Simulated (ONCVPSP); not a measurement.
**Pseudopotential generation for Ge (Z = 32): ONCV, PBE, scalar-relativistic.**

germanium, optimised norm-conserving Vanderbilt (ONCV), made with ONCVPSP 4.0.1 (PBE, scalar-relativistic). Core [Ne] 3s2, reference 3p6 3d10 4s2 4p1.5 (charge +0.5). Waves: 4s: rc 1.50 bohr, ncon 3, nbas 6, qcut 3.6 1/bohr, 3 projectors, debl 3.4 Ha; 3p+4p: rc 1.00 bohr, ncon 3, nbas 8, qcut 17.4 1/bohr, 3 projectors, debl 0.4 Ha; 3d: rc 1.00 bohr, ncon 4, nbas 8, qcut 18.2 1/bohr, local. Local part: the d channel. Core correction: Teter function, fcfact 3.5, rcfact 1.55.

Poles of the logarithmic derivatives, all-electron (AE) and pseudo (PS). s: poles at 3.7 (AE) and 3.7 (PS) Ha. p: poles at -3.0 (AE) and -3.0 (PS) Ha. d: poles at 0.3 (AE) and 0.4 (PS) Ha. Test radii: s 1.52, p 1.01, d 1.01 bohr.

- Cutoffs needed: 118 Ha and 133 Ha (the cutoffs (Ha) at which the residual kinetic energy of the hardest occupied pseudo-wave falls to 1 and 0.1 mHa per electron)
- Ghost test: ghosts flagged at negative energy: s at -60.3 eV; GHOST(+) flagged for s at 318.2 eV; a true bound ghost makes a file unfit for plane-wave use
- Largest excitation error: +2.0 meV (all-electron minus pseudo) for 3p6 3d10 4s0 4p0, out of 4 test configurations
- rms error of d²Exc/dni dnj: 3.03 mHa without and 1.72 mHa with the model core
